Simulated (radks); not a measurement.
Spherical jellium clusters: N electrons in a uniform positive sphere of charge N and radius rs N^(1/3), rs = 2.18 bohr. Method: non-relativistic Kohn-Sham, exchange-only LDA, spin-polarised, spherical densities; computed with a radial shooting solver with Libxc functionals. Levels are named by radial order and angular momentum (1s, 1p, 1d, 2s, ...), and open shells are averaged over m.

N = 20, configuration 1s2 1p6 1d10 2s2. This is the lowest configuration that the search found. Occupied and some empty levels:

level  occupation  eigenvalue (eV)  <r> (bohr)
1s              2          -9.9478       3.629
1p              6          -7.2751       4.471
1d             10          -4.1705       5.206
2s              2          -3.3535       4.995
1f              0         -0.92793       6.232
2p              0         -0.77615       7.819

Energy (eV): total 7.22288, kinetic 96.310, external -2113.3, Hartree 1016.4, exchange-correlation -95.775, background 1103.6. Static polarisability (adiabatic kernel): 392.4 bohr^3, against R^3 = 207.2 for a classical metal sphere.
